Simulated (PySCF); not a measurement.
MgO, SMILES [Mg]=[O].

Geometry: r2SCAN-D4/def2-TZVPD.

Level of theory: r2SCAN-D4/def2-TZVPD (PySCF).

Frequencies are harmonic and unscaled.

| mode | ν (cm⁻¹) | IR (km/mol) | moving atoms (share of kinetic energy) |
|---|---|---|---|
| 1 | 831 | 16.3 | O 60 %, Mg 40 % |
